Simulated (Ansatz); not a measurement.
Consider the ligand exchange at a Ti–O bond: `[OH][Ti]([OH])([Cl])[Cl]` + H–F → `[OH][Ti]([F])([Cl])[Cl]` + H₂O.

Gas-phase electronic energies from Ansatz, PBE0-D4/def2-TZVP geometries. CCSD(T)/CBS is the MP2 limit (def2-TZVPP, def2-QZVPP) plus CCSD(T) − MP2 in def2-TZVPP, frozen cores. This one scheme is used for every species. Functionals use def2-TZVPP. For Ti outer-core shells are correlated without core-valence functions, which leaves a few kJ/mol of doubt a bond. Scalar relativity is left out up to krypton. One conformer a species, not always the lowest.

`[OH][Ti]([OH])([Cl])[Cl]`:

```xyz
7

O    -0.882   -0.994   -0.635
Ti    0.078    0.358   -0.049
O     1.071   -0.182    1.310
Cl    1.358    1.093   -1.680
Cl   -1.269    1.975    0.590
H    -1.532   -1.228   -1.298
H     1.176   -1.022    1.761
```

H–F:

Cartesian coordinates in Å:
```
F 0.046 0.190 0.416
H -0.046 -0.190 -0.416
```

`[OH][Ti]([F])([Cl])[Cl]`:

Cartesian coordinates in Å:
```
O -0.721 0.702 -0.941
Ti 0.202 -0.158 0.273
F 0.256 -1.846 -0.143
Cl -0.759 0.071 2.223
Cl 2.239 0.631 0.341
H -1.217 0.600 -1.754
```

H₂O:

Z-matrix (Å, degrees):
```
O
H 1 0.960
H 1 0.960 2 105.1
```

| level | ΔE (kcal/mol) | difference from CCSD(T)/CBS |
| --- | --- | --- |
| LDA (SPW92) | -9.2 | -1.3 |
| PBE-D4 | -10.1 | -2.2 |
| BHLYP-D4 | -9.0 | -1.1 |
| ωB97M-V | -9.7 | -1.8 |
| r2SCAN | -10.7 | -2.8 |
| r2SCANh | -10.2 | -2.3 |
| BHLYP | -9.8 | -1.9 |
| HF/def2-SVP | -8.5 | -0.6 |
| CCSD/def2-TZVPP | -8.5 | -0.6 |
| HF/def2-QZVPP | -10.2 | -2.3 |
| CCSD(T)/CBS | -7.9 | 0 |

Largest T1 diagnostic among the species: 0.024, so the coupled-cluster value is less sure than usual.

The D4 term adds +0.9 kcal/mol with B3LYP and +0.5 kcal/mol with PBE0; it sums over pairs of atoms, weighted by their polarisabilities, and B3LYP, whose exchange is more repulsive, gets the larger term. From r2SCAN to r2SCAN0 (25 % exact exchange), in def2-TZVPP and without D4, ΔE moves by +1.0 kcal/mol.

B3LYP here is the variant with VWN-RPA as its local correlation; programs differ in this.
